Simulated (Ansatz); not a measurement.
A structure relaxed at PBE-D4/def2-TZVP in Ansatz, charge 1, singlet:

Cartesian coordinates in Å:
```
Ir -0.3327 -1.3092 -0.2498
Ir -0.4706 0.9967 -0.8200
Ir 0.8033 0.3125 1.0698
```

(1) Give its formula and point group.

(2) Summarise the bond lengths by kind (pairs closer than 1.2 times the sum of covalent radii, bridged metal pairs left out).

## Answers

(1) Ir₃⁺. Point group D3h (tolerance 0.1 Å).

(2) 3 × Ir–Ir 2.38 Å.

In the def2 sets Ir takes a core potential; there is no spin–orbit coupling. The restricted singlet is unstable towards broken spin symmetry at other levels; at PBE-D4/def2-TZVP this wasn't settled. An occupied level lies above an empty one. Another isomer (quintet) lies 1.74 eV lower at PBE0-D4/def2-TZVP; other spin states weren't run for this one.
